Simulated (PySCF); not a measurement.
PySCF input file for methyltin triiodide (CH3I3Sn), SMILES [Sn]([I])([CH3])([I])[I], PBE-D3(BJ)/def2-SVP. Geometry: PBE-D3(BJ)/def2-SVP. The def2 effective core potentials stand for the cores of I, Sn; spin–orbit coupling is left out.

```python
import numpy as np
from pyscf import gto, scf, dft, df
from pyscf.hessian import thermo

mol = gto.M(
    atom='''
    C    -0.00000000    0.00000001    2.75600405
    Sn   -0.00000000   -0.00000000    0.59096396
    I    -2.21011196    1.27600873   -0.34824738
    I     2.21011196    1.27600873   -0.34824738
    I    -0.00000000   -2.55201746   -0.34824738
    H    -0.91118956   -0.52607553    3.09570372
    H     0.91118956   -0.52607553    3.09570372
    H     0.00000000    1.05215110    3.09570372
    ''',
    basis='def2-SVP',
    ecp={'I': 'def2-svp', 'Sn': 'def2-svp'},
    charge=0,
    spin=0,
    max_memory=1600,
    verbose=3,
)
mf = dft.RKS(mol, xc='pbe').density_fit(auxbasis='def2-universal-jkfit')
mf.disp = 'd3bj'
mf.grids.level = 3
mf.conv_tol = 1e-11
mf.max_cycle = 100
mf.kernel()

# [left out here: the lines that compute and print the analytic Hessian (its translational invariance restored by hand, since the grid's response is missing), thermochemistry and intensities]
```

It prints:

```
converged SCF energy = -1147.33839775989

WARN: DFTD3 does not support analytical Hessian, using finite difference


WARN: Mole.unit (angstrom) is changed to Bohr

Mode                                 0                   1                   2
Irrep
Freq [cm^-1]                       47.8210             47.8259             62.5267
Reduced mass [au]                  47.6768             47.7311              1.0094
Force const [Dyne/A]                0.0642              0.0643              0.0023
Char temp [K]                      68.8038             68.8108             89.9620
Normal mode                   x     y     z       x     y     z       x     y     z
       0   C                -0.00 -0.05 -0.00    0.05 -0.00 -0.00    0.00  0.00  0.00
       1  Sn                -0.00 -0.03 -0.00    0.03 -0.00 -0.00    0.00 -0.00  0.00
       2   I                 0.04  0.03 -0.01    0.01 -0.04 -0.01   -0.00 -0.00 -0.00
       3   I                -0.04  0.03 -0.01    0.01  0.04  0.01   -0.00  0.00  0.00
       4   I                 0.00 -0.03  0.01   -0.06 -0.00  0.00    0.00  0.00 -0.00
       5   H                 0.00 -0.06 -0.01    0.06 -0.00  0.01   -0.29  0.50  0.00
       6   H                -0.00 -0.06 -0.01    0.06  0.00 -0.01   -0.29 -0.50 -0.00
       7   H                -0.00 -0.06  0.01    0.06 -0.00  0.00    0.57  0.00  0.00
Mode                                 3                   4                   5
Irrep
Freq [cm^-1]                       66.7609            101.7745            101.8146
Reduced mass [au]                  48.9177              3.1981              3.1980
Force const [Dyne/A]                0.1285              0.0195              0.0195
Char temp [K]                      96.0541            146.4308            146.4885
Normal mode                   x     y     z       x     y     z       x     y     z
       0   C                 0.00  0.00  0.06    0.00 -0.22 -0.00   -0.22 -0.00  0.00
       1  Sn                 0.00 -0.00  0.06   -0.00  0.02  0.00    0.02  0.00  0.00
       2   I                 0.03 -0.02 -0.02   -0.01 -0.00 -0.01    0.01 -0.01  0.02
       3   I                -0.03 -0.02 -0.02    0.01 -0.00 -0.01    0.01  0.01 -0.02
       4   I                -0.00  0.03 -0.02    0.00  0.01  0.02   -0.01  0.00  0.00
       5   H                -0.00 -0.00  0.06    0.00 -0.27 -0.08   -0.27  0.00 -0.14
       6   H                 0.00 -0.00  0.06   -0.00 -0.27 -0.08   -0.27 -0.00  0.14
       7   H                -0.00  0.00  0.06    0.00 -0.27  0.16   -0.28 -0.00  0.00
Mode                                 6                   7                   8
Irrep
Freq [cm^-1]                      165.5192            208.1456            208.1468
Reduced mass [au]                  54.9058             81.4508             81.4426
Force const [Dyne/A]                0.8863              2.0791              2.0789
Char temp [K]                     238.1453            299.4752            299.4769
Normal mode                   x     y     z       x     y     z       x     y     z
       0   C                 0.00  0.00 -0.05   -0.00 -0.00 -0.00    0.00 -0.00 -0.00
       1  Sn                 0.00 -0.00 -0.05    0.00  0.07 -0.00   -0.07  0.00  0.00
       2   I                 0.03 -0.02  0.02    0.02 -0.01  0.01    0.03 -0.02  0.01
       3   I                -0.03 -0.02  0.02   -0.02 -0.01  0.01    0.03  0.02 -0.01
       4   I                -0.00  0.04  0.02   -0.00 -0.04 -0.02    0.00 -0.00 -0.00
       5   H                 0.00  0.00 -0.05    0.00 -0.02 -0.02    0.02 -0.00  0.04
       6   H                -0.00  0.00 -0.05   -0.00 -0.02 -0.02    0.02  0.00 -0.04
       7   H                 0.00 -0.00 -0.05   -0.00 -0.02  0.05    0.02 -0.00  0.00
Mode                                 9                  10                  11
Irrep
Freq [cm^-1]                      496.9314            740.3209            740.3371
Reduced mass [au]                   4.4459              1.1796              1.1796
Force const [Dyne/A]                0.6469              0.3809              0.3809
Char temp [K]                     714.9736           1065.1570           1065.1803
Normal mode                   x     y     z       x     y     z       x     y     z
       0   C                -0.00  0.00 -0.24    0.00 -0.11  0.00    0.11  0.00 -0.00
       1  Sn                 0.00  0.00  0.03   -0.00  0.01 -0.00   -0.01 -0.00 -0.00
       2   I                -0.00  0.00 -0.00   -0.00 -0.00 -0.00   -0.00  0.00 -0.00
       3   I                 0.00  0.00 -0.00    0.00 -0.00 -0.00   -0.00 -0.00  0.00
       4   I                 0.00 -0.00 -0.00    0.00  0.00  0.00    0.00 -0.00 -0.00
       5   H                 0.00  0.00 -0.23   -0.05  0.20  0.35   -0.15  0.05 -0.61
       6   H                -0.00  0.00 -0.23    0.05  0.20  0.35   -0.15 -0.05  0.61
       7   H                 0.00 -0.00 -0.23   -0.00  0.12 -0.70   -0.23 -0.00  0.00
Mode                                12                  13                  14
Irrep
Freq [cm^-1]                     1136.3753           1365.6751           1365.6810
Reduced mass [au]                   1.1919              1.0577              1.0577
Force const [Dyne/A]                0.9068              1.1623              1.1623
Char temp [K]                    1634.9910           1964.9024           1964.9109
Normal mode                   x     y     z       x     y     z       x     y     z
       0   C                 0.00  0.00  0.12    0.07 -0.00  0.00    0.00  0.07 -0.00
       1  Sn                -0.00 -0.00  0.00    0.00 -0.00  0.00    0.00  0.00 -0.00
       2   I                 0.00 -0.00  0.00    0.00 -0.00  0.00   -0.00 -0.00 -0.00
       3   I                -0.00 -0.00  0.00    0.00  0.00 -0.00    0.00 -0.00 -0.00
       4   I                 0.00  0.00  0.00   -0.00 -0.00 -0.00   -0.00  0.00  0.00
       5   H                -0.16 -0.09 -0.49   -0.07  0.38  0.25    0.37 -0.50  0.15
       6   H                 0.16 -0.09 -0.49   -0.07 -0.37 -0.25   -0.38 -0.51  0.15
       7   H                -0.00  0.18 -0.49   -0.72 -0.00  0.00   -0.00  0.14 -0.29
Mode                                15                  16                  17
Irrep
Freq [cm^-1]                     2996.3475           3130.1615           3130.1683
Reduced mass [au]                   1.0273              1.1077              1.1077
Force const [Dyne/A]                5.4342              6.3945              6.3945
Char temp [K]                    4311.0769           4503.6054           4503.6152
Normal mode                   x     y     z       x     y     z       x     y     z
       0   C                 0.00 -0.00  0.04   -0.09 -0.00  0.00   -0.00  0.09  0.00
       1  Sn                 0.00 -0.00 -0.00   -0.00 -0.00  0.00   -0.00  0.00 -0.00
       2   I                -0.00  0.00 -0.00    0.00 -0.00  0.00    0.00 -0.00  0.00
       3   I                 0.00  0.00 -0.00    0.00  0.00 -0.00   -0.00 -0.00  0.00
       4   I                 0.00 -0.00 -0.00    0.00  0.00  0.00    0.00 -0.00 -0.00
       5   H                 0.47  0.27 -0.16    0.55  0.32 -0.21   -0.32 -0.17  0.12
       6   H                -0.47  0.27 -0.16    0.55 -0.32  0.21    0.32 -0.17  0.12
       7   H                -0.00 -0.55 -0.16   -0.01  0.00  0.00   -0.00 -0.73 -0.24
temperature 298.1500 [K]
pressure 101325.00 [Pa]
Rotational constants [GHz] 0.34890 0.34890 0.20355
Symmetry number 3
Zero-point energy (ZPE) 0.03671 [Eh]   96373.155 [J/mol]
                           tot       elec      trans        rot        vib
Entropy [J/mol/K]       457.761      0.000    186.608    132.400    138.753
Cv [J/mol/K]            111.089      0.000     12.472     12.472     86.145
Cp [J/mol/K]            119.403      0.000     20.786     12.472     86.145
Internal energy [J/mol]                      3718.434   3718.434 114550.342
Internal energy [Eh]   -1147.29194  -1147.33840
Enthalpy [J/mol]                             6197.391   3718.434 114550.342
Enthalpy [Eh]          -1147.29099
Gibbs free energy [J/mol]                  -49439.788 -35756.745  73181.237
Gibbs free energy [Eh] -1147.34297
mode   freq/cm-1   IR/(km/mol)
   1       47.82         0.323
   2       47.83         0.323
   3       62.53         0.000
   4       66.76         1.460
   5      101.77         0.854
   6      101.81         0.855
   7      165.52         4.701
   8      208.15        35.533
   9      208.15        35.534
  10      496.93        10.285
  11      740.32        46.290
  12      740.34        46.294
  13     1136.38         3.527
  14     1365.68         2.236
  15     1365.68         2.238
  16     2996.35         0.059
  17     3130.16         1.167
  18     3130.17         1.168
max |gradient| / (hartree/bohr): 0.00012849968405431852
APT charges: [-0.333   1.6433 -0.4582 -0.4582 -0.4582  0.0214  0.0214  0.0214]
```

The run converged.
